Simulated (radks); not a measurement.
Minus the highest occupied eigenvalue as an estimate of the ionisation energy, Mg to Mg11+. The LB94 potential has the -1/r tail that LDA and GGA lack but no energy functional. All-electron calculation, Dirac Kohn-Sham, LB94 model potential, spin-unpolarised, spherical densities, finite nucleus; open shells fill j = l - 1/2 first; Fermi nuclear charge, rms radius 3.057 fm. Program: a radial shooting solver on a logarithmic mesh with Libxc functionals.

species  configuration   HOMO  -e(HOMO) (eV)  <r> (bohr)  IE, NIST (eV)       kind
Mg            [Ne] 3s2  3s1/2          7.877        2.98          7.646       exp.
Mg+           [Ne] 3s1  3s1/2         15.674        2.61         15.035       exp.
Mg2+              [Ne]  2p3/2         78.192       0.681         80.144       exp.
Mg3+      [He] 2s2 2p5  2p3/2         108.52       0.640         109.27  semi-emp.
Mg4+      [He] 2s2 2p4  2p3/2         141.91       0.604         141.33  semi-emp.
Mg5+      [He] 2s2 2p3  2p3/2         178.23       0.573          186.8  semi-emp.
Mg6+      [He] 2s2 2p2  2p1/2         217.79       0.544          225.0  semi-emp.
Mg7+      [He] 2s2 2p1  2p1/2         259.57       0.519         265.92  semi-emp.
Mg8+          [He] 2s2  2s1/2         323.62       0.573         327.99  semi-emp.
Mg9+          [He] 2s1  2s1/2         363.41       0.557         367.49     theory
Mg10+             [He]  1s1/2         1738.7       0.129         1761.8     theory
Mg11+              1s1  1s1/2         1912.9       0.126         1962.7     theory

Reference values: NIST Atomic Spectra Database (exp. = measured, semi-emp. = semi-empirical, theory = theoretical value adopted there). Spin polarisation and multiplet splitting are left out.

Beside tabulated values, note that spin-unpolarised runs miss the spin-polarisation part of the exchange energy of open shells.
